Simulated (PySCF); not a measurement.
# Computed records: H₅O₂Si₂, BFH₄Si₂, CH₆AlBN, CH₄BNSi and others

All values are calculated (PySCF 2.14.0). Calculation on a computer-drawn molecule: optimised geometry and harmonic frequencies of an isolated molecule of the commonest isotopes, restricted reference for singlets and unrestricted otherwise, frozen core in MP2.

Common to all runs: basis cc-pV(D+d)Z.

(1) H₅O₂Si₂

Start structure:
```xyz
9
H5O2Si2
O      0.6413    -1.7722     2.1645
Si     1.4568    -0.5410     1.4742
O      0.4816    -0.1513     0.1585
Si     1.2376     1.3959     2.7205
H      0.9377    -2.1765     2.8997
H      2.6602    -1.0604     0.9852
H      0.0905    -0.8400    -0.3632
H      1.7031     2.6691     2.1882
H      1.8695     1.2878     4.0586
```

Here we set charge 0, multiplicity 2 and method HF.

Results for H₅O₂Si₂: rotational constants 6.306, 3.026, 2.239 GHz; total energy -730.5695 hartree; spin squared 0.7582; convergence status largest gradient component 1.588e-05 hartree/bohr.

Drawn bonds:
```tsv
atom	other atom	order
1	2	1
2	3	1
2	4	1
1	5	1
2	6	1
3	7	1
4	8	1
4	9	1
```

Optimised structure:
```xyz
9
H5O2Si2
O      0.6883    -1.6642     2.5866
Si     1.2753    -0.5036     1.5745
O      0.3162    -0.2377     0.2609
Si     1.2587     1.4867     2.7978
H      0.8338    -2.5775     2.3907
H      2.6020    -0.9548     1.0855
H      0.3723    -0.8126    -0.4873
H      1.7023     2.6657     2.0151
H      2.0295     1.4094     4.0625
```

Modes:
```tsv
frequency (cm⁻¹)	reduced mass (dalton)
87.06	1.427
136.3	1.035
172.6	2.49
229.2	4.552
267.5	1.166
369.3	5.348
459.4	4.043
573.5	1.147
582.6	1.293
769.2	1.05
809.1	1.09
844.4	8.69
921.2	2.693
968.4	1.225
999.9	1.63
1010	1.171
2273	1.039
2297	1.031
2305	1.053
4171	1.067
4173	1.067
```

(2) BFH₄Si₂

Start structure:
```xyz
8
BFH4Si2
B      1.8019    -0.2620    -0.7992
Si     1.5957     0.6937     0.8819
F      3.0409     0.7765     1.7547
Si     0.3641    -0.1974     2.6120
H      0.9420    -0.1694    -1.6441
H      2.6180    -0.9870    -1.0293
H      1.3208     2.1010     0.8790
H     -0.1614    -1.4613     2.0420
```

Settings of this run: charge 0, multiplicity 1 and method HF.

The calculation gives: rotational constants 5.732, 2.864, 2.09 GHz; total energy -704.2864 hartree; convergence status largest gradient component 2.68e-05 hartree/bohr.

Drawn bonds:
```tsv
atom	other atom	order
1	2	1
2	3	1
2	4	1
1	5	1
1	6	1
2	7	1
4	8	1
```

Optimised structure:
```xyz
8
BFH4Si2
B      1.8448    -0.3135    -0.7610
Si     1.7541     0.6012     1.0426
F      3.2508     0.9766     1.5788
Si     0.5770    -0.6675     2.7146
H      0.8444    -0.4164    -1.4148
H      2.8534    -0.8026    -1.1848
H      1.0241     1.8918     0.9253
H     -0.6266    -0.7755     1.7963
```

Modes:
```tsv
frequency (cm⁻¹)	reduced mass (dalton)
119	2.38
158	1.407
185	2.373
208.9	2.417
250.9	1.707
379.8	5.001
581.7	1.227
623.2	2.286
703.3	1.494
708.5	1.322
847.3	2.814
908	1.638
977.5	1.36
1254	1.154
2139	1.041
2269	1.04
2681	1.053
2766	1.126
```

(3) CH₆AlBN

Start structure:
```xyz
10
CH6AlBN
B     -0.5385    -2.1030    -3.9323
N      0.2400    -2.1044    -2.6890
C      0.1035    -3.0277    -1.6281
Al     1.9906    -3.8944    -2.0643
H     -1.3131    -2.9635    -4.1393
H     -0.3301    -1.1986    -4.5760
H      0.7977    -1.3109    -2.4668
H     -0.1164    -2.6279    -0.6765
H     -0.7981    -3.7786    -1.8442
H      2.8944    -2.7749    -2.7625
```

Settings of this run: charge 0, multiplicity 2 and method HF.

Results for CH₆AlBN: rotational constants 17.74, 2.782, 2.655 GHz; total energy -362.3988 hartree; spin squared 0.7546; convergence status largest gradient component 2.681e-05 hartree/bohr.

Drawn bonds:
```tsv
atom	other atom	order
1	2	1
2	3	1
3	4	1
1	5	1
1	6	1
2	7	1
3	8	1
3	9	1
4	10	1
```

Optimised structure:
```xyz
10
CH6AlBN
B     -0.7422    -1.9919    -3.9007
N      0.1298    -2.0402    -2.8238
C      0.2279    -3.0791    -1.7960
Al     2.0237    -3.9669    -1.8552
H     -1.5424    -2.8762    -4.0614
H     -0.6759    -1.0643    -4.6635
H      0.7897    -1.2960    -2.7135
H      0.0286    -2.6518    -0.8038
H     -0.5684    -3.8054    -1.9699
H      3.2594    -3.0121    -2.1910
```

Modes:
```tsv
frequency (cm⁻¹)	reduced mass (dalton)
55.44	3.242
133.5	1.291
205	1.776
388.5	2.044
438.9	1.432
538.3	1.21
606.4	3.109
737.2	1.457
840.1	1.062
934.6	1.888
1078	1.804
1081	1.398
1269	1.376
1309	1.233
1314	1.291
1417	1.635
1551	1.093
1640	1.84
1904	1.044
2651	1.057
2715	1.13
3128	1.069
3231	1.09
3822	1.076
```

(4) CH₄BNSi

Start structure:
```xyz
8
CH4BNSi
B     -1.0865    -1.7744    -1.9110
N     -0.4258    -1.2940    -0.8411
Si     0.4240    -0.8964     0.5745
C      0.5896     0.9869     0.1736
H     -1.6292    -2.1332    -2.8001
H      1.0973     1.5758     0.9098
H     -0.4286     1.5064     0.0130
H      1.0353     1.2204    -0.7736
```

It was run with charge 0, multiplicity 1 and method HF.

Results for CH₄BNSi: rotational constants 16.09, 3.817, 3.146 GHz; total energy -408.2723 hartree; convergence status largest gradient component 1.956e-05 hartree/bohr.

Drawn bonds:
```tsv
atom	other atom	order
1	2	2
2	3	1
3	4	1
1	5	1
4	6	1
4	7	1
4	8	1
```

Optimised structure:
```xyz
8
CH4BNSi
B     -1.0775    -1.7793    -1.8891
N     -0.4591    -1.2798    -0.9273
Si     0.4013    -0.8271     0.4958
C      0.5735     1.0451     0.1766
H     -1.6588    -2.2428    -2.7952
H      1.1079     1.5571     0.9813
H     -0.4189     1.5001     0.0689
H      1.1077     1.2182    -0.7658
```

Modes:
```tsv
frequency (cm⁻¹)	reduced mass (dalton)
94.46	1.067
147.4	3.091
173	4.368
347.6	3.678
618.8	1.161
672.4	4.492
697	6.42
808.9	1.349
840.9	1.364
858.1	1.493
1357	1.247
1529	1.051
1547	1.059
1939	5.317
2985	1.189
3139	1.036
3213	1.099
3244	1.102
```

(5) BClFH₂Si

Start structure:
```xyz
6
BClFH2Si
B     -0.1110     0.9694     0.2298
Si     0.7316    -0.5949     0.9843
F      1.5562    -0.1598     2.2469
Cl     0.8491    -2.4945     0.6792
H      0.5178     1.7271    -0.4976
H     -1.1649     1.3394     0.6895
```

It was run with charge 1, multiplicity 1 and method HF.

Results for BClFH₂Si: rotational constants 6.563, 3.371, 2.272 GHz; total energy -873.5083 hartree; convergence status largest gradient component 2.084e-05 hartree/bohr.

Drawn bonds:
```tsv
atom	other atom	order
1	2	1
2	3	1
2	4	1
1	5	1
1	6	1
```

Optimised structure:
```xyz
6
BClFH2Si
B     -0.1291     1.0513     0.2386
Si     0.8145    -0.5313     1.1257
F      1.6734    -0.2624     2.4002
Cl     0.7694    -2.3962     0.5529
H      0.4771     1.6288    -0.6021
H     -1.2265     1.2965     0.6168
```

Modes:
```tsv
frequency (cm⁻¹)	reduced mass (dalton)
139.4	1.03
155.4	4.53
223.3	4.628
266	14.16
514.3	7.895
700.9	1.325
759.2	14.22
936.6	1.392
1032	14.22
1198	1.106
2761	1.041
2903	1.137
```

(6) C₂H₅AlF

Start structure:
```xyz
9
C2H5AlF
C      0.2433     0.1844    -0.4696
C     -0.1955     0.9941     0.7406
Al    -1.7601     0.4787     1.7962
F     -2.2235     1.1981     3.1839
H      0.2702     0.8727    -1.3283
H     -0.4561    -0.6001    -0.6997
H      1.2102    -0.2137    -0.3887
H      0.4822     1.7853     1.0233
H     -2.6413    -0.6226     1.3394
```

Settings of this run: charge 0, multiplicity 2 and method HF.

The calculation gives: rotational constants 23.22, 2.536, 2.319 GHz; total energy -420.0540 hartree; spin squared 0.7594; convergence status largest gradient component 1.229e-05 hartree/bohr.

Drawn bonds:
```tsv
atom	other atom	order
1	2	1
2	3	1
3	4	1
1	5	1
1	6	1
1	7	1
2	8	1
3	9	1
```

Optimised structure:
```xyz
9
C2H5AlF
C      0.2508     0.2216    -0.5004
C     -0.2292     0.9002     0.7587
Al    -1.7833     0.4492     1.7887
F     -2.1105     1.3441     3.1452
H      0.3045     0.9332    -1.3316
H     -0.3951    -0.6026    -0.8108
H      1.2612    -0.1802    -0.3665
H      0.4092     1.7267     1.0740
H     -2.7780    -0.7153     1.4400
```

Modes:
```tsv
frequency (cm⁻¹)	reduced mass (dalton)
96.29	3.011
149.6	4.017
149.8	1.134
306.2	4.836
504.1	1.206
608.9	1.331
657.8	4.678
706.9	1.131
857.3	12.35
1027	1.187
1035	1.323
1157	3.244
1381	1.475
1504	1.203
1582	1.049
1585	1.062
2029	1.043
3147	1.038
3201	1.1
3232	1.098
3254	1.088
```

(7) AlBClH₃N

Start structure:
```xyz
7
AlBClH3N
B     -0.0735     0.6167     2.7926
N     -0.3236     0.9811     1.6190
Al    -1.6301     0.1148     0.3746
Cl    -2.6809    -1.5029     0.9981
H      0.1117     0.2559     3.9442
H      0.1007     1.6442     1.0379
H     -1.3297     1.0574    -0.8118
```

Settings of this run: charge 1, multiplicity 1 and method HF.

It finds rotational constants 8.061, 3.113, 2.246 GHz; total energy -782.1790 hartree; convergence status largest gradient component 2.439e-05 hartree/bohr.

Drawn bonds:
```tsv
atom	other atom	order
1	2	1
2	3	1
3	4	1
1	5	1
2	6	1
3	7	1
```

Optimised structure:
```xyz
7
AlBClH3N
B     -0.1474     0.5334     2.7854
N     -0.3084     0.9772     1.5684
Al    -1.5325     0.2267     0.3050
Cl    -2.4863    -1.3535     1.2378
H     -0.0245     0.1137     3.8708
H      0.2485     1.7709     1.2684
H     -1.5747     0.8988    -1.0814
```

Modes:
```tsv
frequency (cm⁻¹)	reduced mass (dalton)
98.16	5.223
153.1	2.522
309.7	4.265
452.9	1.165
540.2	7.715
580.3	2.253
588.5	1.278
628	1.574
837.6	1.366
838	1.416
1115	1.21
1616	5.658
2162	1.045
3002	1.147
3681	1.076
```

(8) AlBClH₃N

Start structure:
```xyz
7
AlBClH3N
N     -1.6353    -1.3984    -0.0278
B     -0.9516    -0.3119    -0.4044
Al    -0.6022     1.7550    -0.1546
Cl     0.6091    -0.0889     0.5662
H     -2.5853    -1.7279    -0.3537
H     -1.2998    -2.1941     0.6357
H     -0.0366     2.6894     1.0036
```

It was run with charge 0, multiplicity 2 and method HF.

It finds rotational constants 5.884, 2.793, 1.919 GHz; total energy -782.3547 hartree; spin squared 0.7603; convergence status largest gradient component 3.028e-05 hartree/bohr.

Drawn bonds:
```tsv
atom	other atom	order
1	2	1
2	3	1
2	4	1
1	5	1
1	6	1
3	7	1
```

Optimised structure:
```xyz
7
AlBClH3N
N     -1.5868    -1.3052     0.0684
B     -0.6059    -0.3254     0.0892
Al    -0.7219     1.7880    -0.3414
Cl     1.0790    -0.8984     0.4770
H     -2.5436    -1.1140    -0.1424
H     -1.3950    -2.2683     0.2634
H     -0.7275     2.8465     0.8508
```

Modes:
```tsv
frequency (cm⁻¹)	reduced mass (dalton)
123.3	2.925
142.1	1.458
302.2	4.193
316.3	2.255
469.4	7.215
536.5	1.21
606.9	1.601
632.9	1.077
727.4	3.471
1094	1.707
1376	4.378
1742	1.228
1920	1.045
3797	1.052
3911	1.098
```

(9) CH₃ClSi₂

Start structure:
```xyz
7
CH3ClSi2
Si     1.9891    -0.6443    -0.7442
C      1.0481    -0.2960     0.8010
Si    -0.5423    -0.8807     0.9378
Cl    -1.7603    -0.6105     2.5568
H      0.8780    -1.4284    -1.4407
H      1.4994     0.2714     1.6091
H     -1.2702    -1.6527    -0.0634
```

It was run with charge 0, multiplicity 1 and method MP2.

The calculation gives: rotational constants 25.5, 1.239, 1.182 GHz; total energy -1077.3986 hartree; convergence status largest gradient component 1.879e-05 hartree/bohr.

Drawn bonds:
```tsv
atom	other atom	order
1	2	1
2	3	2
3	4	1
1	5	1
2	6	1
3	7	1
```

Optimised structure:
```xyz
7
CH3ClSi2
Si     1.9615    -0.6663    -0.7667
C      1.0872    -0.2730     0.8158
Si    -0.5245    -0.8768     0.9307
Cl    -1.7962    -0.6425     2.5202
H      0.7782    -1.4331    -1.3646
H      1.5476     0.3010     1.6299
H     -1.2121    -1.6505    -0.1088
```

Modes:
```tsv
frequency (cm⁻¹)	reduced mass (dalton)
38.5	10.88
165	8.681
228.6	9.331
399.5	1.464
488.8	1.151
551.6	12.11
711.7	2.473
795.9	1.332
816	1.085
911.8	1.298
950.4	1.493
1104	2.603
2044	1.041
2369	1.044
3227	1.089
```

(10) CH₅Al₂B

Start structure:
```xyz
9
CH5Al2B
B      0.7177    -2.5286    -1.7443
Al    -0.6571    -0.8585    -1.7916
C      0.5344     0.6471    -0.8300
Al     1.7965    -0.8956    -0.9058
H      0.5764    -3.2827    -0.7803
H      1.3436    -2.9758    -2.5275
H     -2.0227    -0.5927    -2.3205
H      0.0817     0.5914     0.2680
H      0.5615     1.6969    -0.9733
```

It was run with charge 0, multiplicity 1 and method HF.

The calculation gives: rotational constants 11.04, 1.737, 1.633 GHz; total energy -549.2394 hartree; convergence status largest gradient component 6.669e-06 hartree/bohr.

Drawn bonds:
```tsv
atom	other atom	order
1	2	1
2	3	1
3	4	1
1	5	1
1	6	1
2	7	1
3	8	1
3	9	1
```

Optimised structure:
```xyz
9
CH5Al2B
B      0.5635    -2.8645    -2.0354
Al    -0.3993    -1.0173    -1.4904
C      0.5758     0.5324    -0.8086
Al     0.7708     0.9616     1.1266
H      0.8113    -3.7354    -1.2379
H      0.8989    -3.1201    -3.1653
H     -1.9872    -0.9152    -1.5912
H      0.0862     1.4387    -1.2119
H      1.6120     0.5214    -1.1911
```

Modes:
```tsv
frequency (cm⁻¹)	reduced mass (dalton)
49.12	3.559
128.7	2.299
160.6	2.544
177.7	1.398
369	1.183
459.6	1.553
494	2.687
557.4	2.831
596.2	1.315
628.6	1.225
695.8	2.373
822.9	1.828
871.9	1.179
906.6	1.383
1248	1.131
1436	1.099
1929	1.041
2632	1.056
2693	1.119
3070	1.057
3129	1.1
```
